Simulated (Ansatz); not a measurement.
Reaction (formal exchange of groups at the Si–N bond): `CBN[SiH2]C` + `C[SiH2]F` → `C[SiH2]C[SiH2]F` + `CBN`

Program: Ansatz. Geometries: PBE0-D4/def2-TZVP. ΔE: electronic, gas phase. CBS: MP2 limit from def2 TZ/QZ plus the TZ coupled-cluster correction, frozen cores. Functionals use def2-TZVPP. B3LYP here is the variant with VWN-RPA as its local correlation; programs differ in this. Each species was taken in one conformer, which may not be the lowest.

`CBN[SiH2]C`:

Cartesian coordinates in Å:
```
C 0.044 -1.249 1.587
B -0.986 -0.079 1.405
N -1.185 0.578 0.178
Si -0.385 0.283 -1.348
C 1.400 0.819 -1.328
H -0.443 -2.114 2.049
H 0.538 -1.592 0.673
H 0.824 -0.943 2.294
H -1.637 0.290 2.347
H -1.871 1.319 0.176
H -0.469 -1.161 -1.693
H -1.142 1.060 -2.366
H 1.961 0.274 -0.565
H 1.870 0.629 -2.296
H 1.482 1.886 -1.111
```

`C[SiH2]F`:

Cartesian coordinates in Å:
```
C -0.767 0.554 -0.272
Si 0.699 -0.473 0.208
F 0.336 -1.343 1.506
H -1.052 1.232 0.535
H -0.531 1.155 -1.155
H -1.627 -0.077 -0.512
H 1.076 -1.423 -0.869
H 1.866 0.375 0.558
```

`C[SiH2]C[SiH2]F`:

Cartesian coordinates in Å:
```
C 1.316 -1.422 -0.631
Si 1.160 0.078 0.470
C -0.262 1.184 -0.070
Si -1.959 0.512 0.239
F -2.071 -0.969 -0.377
H 2.140 -2.059 -0.303
H 1.511 -1.125 -1.665
H 0.396 -2.009 -0.615
H 2.424 0.867 0.441
H 0.925 -0.340 1.882
H -0.189 2.131 0.478
H -0.147 1.423 -1.133
H -2.228 0.404 1.695
H -3.016 1.325 -0.413
```

`CBN`:

Cartesian coordinates in Å:
```
C -0.135 -1.162 0.121
B 0.086 0.250 -0.523
N 0.119 1.412 0.241
H 0.707 -1.823 -0.111
H -1.016 -1.647 -0.314
H -0.261 -1.146 1.208
H 0.235 0.374 -1.710
H 0.260 2.326 -0.153
H 0.005 1.416 1.241
```

| species | B3LYP-D4 energy (Eh) |
| --- | --- |
| `CBN[SiH2]C` | -451.53332 |
| `C[SiH2]F` | -430.62620 |
| `C[SiH2]C[SiH2]F` | -760.70801 |
| `CBN` | -121.43694 |

Question: Work out ΔE.

Answer: ΔE = (-760.70801) + (-121.43694) − (-451.53332) − (-430.62620) = 0.01457 Eh = +9.1 kcal/mol. CCSD(T)/CBS gives +9.2 kcal/mol.

Largest T1 diagnostic among the species: 0.011.

In def2-TZVPP, CCSD(T) changes the Hartree–Fock value by −2.2 kcal/mol (the triples alone add −0.3 kcal/mol) and MP2 by −1.9 kcal/mol.
